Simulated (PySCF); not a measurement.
Se(OMe)(SH), CH4OSSe, SMILES CO[Se]S (PBE0/def2-SVP optimised geometry):

```
8

Se    -0.783    -1.728     0.000
O     -1.207     0.024     0.000
C     -1.022     0.708     1.214
H      0.048     0.776     1.485
H     -1.405     1.728     1.062
H     -1.571     0.239     2.051
S      1.405    -1.728     0.000
H      1.612    -1.769     1.340
```

Computed with PBE0/def2-TZVP run with PySCF.

Task: What are the frontier orbital energies and the dipole moment?

Result: HOMO-2 -8.36 eV, HOMO-1 -7.92 eV, HOMO -6.83 eV, LUMO -1.08 eV, LUMO+1 -0.92 eV; dipole moment 2.08 D.

On the same geometry PBE/def2-TZVP (PySCF) gives HOMO-2 -6.89 eV, HOMO-1 -6.67 eV, HOMO -5.59 eV, LUMO -1.98 eV, LUMO+1 -1.88 eV; dipole moment 1.99 D.

Meta-Löwdin charges at PBE0/def2-TZVP: Se1 0.36, O2 -0.52, C3 -0.13, H4 0.10, H5 0.13, H6 0.10, S7 -0.16, H8 0.10.
